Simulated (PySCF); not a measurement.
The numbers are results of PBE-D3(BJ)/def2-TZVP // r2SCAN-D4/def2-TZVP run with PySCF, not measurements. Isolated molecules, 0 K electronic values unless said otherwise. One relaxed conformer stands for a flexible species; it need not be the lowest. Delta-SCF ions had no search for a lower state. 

Reference species (SMILES): `O=[SiH][SiH2]O` (O–Si–Si–O torsion 180°, Si–Si–O–H torsion 180°) (neutral, multiplicity 1).

The LUMO comes out as -3.18 eV and the HOMO–LUMO gap is 3.08 eV. The vertical ionisation energy (Delta-SCF) comes out as 9.49 eV.

Changed species: `[SiH](/O)=[SiH]\O` (H–O–Si–Si torsion -58°, Si–Si–O–H torsion 58°).

Q: Predict the effect on the LUMO, HOMO–LUMO gap and vertical ionisation energy (Delta-SCF).

A: the LUMO increases by 0.55 eV, to -2.63 eV; the HOMO–LUMO gap drops by 0.90 eV, to 2.18 eV; the vertical ionisation energy (Delta-SCF) falls by 1.93 eV, to 7.56 eV.
